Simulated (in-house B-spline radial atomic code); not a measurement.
Mo. Computed with a B-spline radial atomic code. Model: all-electron spherical atom, spin shells full or empty, radial basis limit, no spin-orbit coupling: exact exchange with a local potential (Slater, KLI or optimised effective potential, whose far tail is KLI's), no correlation.

Empty minority-spin level lies below the highest occupied level: each spin potential is zero at infinity, spin occupations fixed.

Exchange potential has not reached -1/r at the last radius.

The run also made RPA and GW results, which its time includes.

The Slater potential averages the orbital exchange potentials with the orbital densities as weights, KLI adds orbital constants, and the optimised effective potential minimises the exact-exchange energy among local potentials. So their energies lie above Hartree-Fock in the order OEP, KLI, Slater. All fall off as −1/r, unlike LDA and GGA exchange.

Command:
```bash
python run_gw.py task.json out
```
Settings (nuclear radius in fm, other lengths in bohr, energies in hartree):
```
Z                      42
electrons              42
configuration          [Kr] 4d5 5s1
hamiltonian            x2c
method                 kli
lmax                   9
rms_radius             4.4091
spin_polarised         True
box_radius             40
intervals              108
ion_configuration      [Kr] 4d5
```

Time taken, with all properties: 46 s on 1 thread of Arm Neoverse N1, on a shared host.

Given: hamiltonian one-electron scalar X2C; mean-field start exchange-only KLI.

Computed: energy above Hartree-Fock 21.504 millihartree.

```tsv
radius (bohr)	r times exchange potential up (hartree bohr)	r times exchange potential down (hartree bohr)
0.00119	-0.043352	-0.043695
0.00151	-0.054885	-0.055321
0.00192	-0.069552	-0.070107
0.00244	-0.087941	-0.088646
0.0031	-0.11089	-0.11178
0.00394	-0.13938	-0.14052
0.00501	-0.17436	-0.17581
0.00636	-0.21621	-0.21805
0.00808	-0.26552	-0.26785
0.0103	?	?
0.013	-0.38068	-0.38446
0.0166	-0.44141	-0.44623
0.0211	-0.49256	-0.49872
0.0268	-0.52534	-0.5332
0.034	-0.53245	-0.5425
0.0432	-0.52392	-0.53681
0.0549	-0.54883	-0.56526
0.0697	-0.65137	-0.67194
0.0886	-0.79234	-0.81784
0.113	-0.8999	-0.93127
0.143	-0.91874	-0.95625
0.182	-0.86173	-0.90439
0.231	-0.91041	-0.9608
0.293	-1.1369	-1.2067
0.373	?	?
0.474	-1.2757	-1.411
0.602	-1.0199	-1.2048
0.765	-0.8653	-1.0485
0.971	-1.0965	-1.2247
1.23	-1.2823	-1.3711
1.57	-1.3144	-1.3749
1.99	-1.2399	-1.2916
2.53	-1.1405	-1.1924
3.22	-1.0586	-1.1158
4.09	-0.99426	-1.0673
5.19	-0.94117	-1.0388
6.6	-0.89883	-1.022
```

What belongs in the row 0.0103?

r times exchange potential up (hartree bohr): -0.32224; r times exchange potential down (hartree bohr): -0.32522.

What belongs in the row 0.373?

r times exchange potential up (hartree bohr): -1.3107; r times exchange potential down (hartree bohr): -1.4085.

```csv
occupied,level (hartree),Hartree-Fock level (hartree)
1s up,-727.18,-738.91
1s down,-727.47,-738.91
2s up,-102.81,-107.13
2s down,-103.07,-107.1
2p up,-91.938,-95.563
2p down,-92.205,-95.532
3s up,-17.651,-19.42
3s down,-17.921,-19.402
3p up,?,?
3p down,-14.346,-15.498
3d up,?,?
3d down,-8.5147,-9.1255
4s up,-2.4429,-3.0091
4s down,-2.566,-2.7887
4p up,-1.5078,-1.8992
4p down,-1.6109,-1.6045
4d up,-0.25103,-0.34393
5s up,-0.24508,-0.23829
```

What belongs in the row 3p up?

level (hartree): -14.078; Hartree-Fock level (hartree): -15.517.

What belongs in the row 3d up?

level (hartree): -8.2566; Hartree-Fock level (hartree): -9.1739.

| empty | level (hartree) |
| --- | --- |
| 4d down | -0.30823 |
| 5s down | -0.27181 |
| 5p down | ? |
| 5p up | -0.12058 |
| 6s down | -0.081652 |
| 6s up | -0.064883 |
| 6p down | -0.05673 |
| 5d down | -0.055146 |

What belongs in the row 5p down?

level (hartree): -0.14231.

The highest level, 5s up, differs from Hartree-Fock by -0.18 eV and the deepest, 1s down, by +311 eV: a local potential can match the highest level but can't give each shell its own exchange.
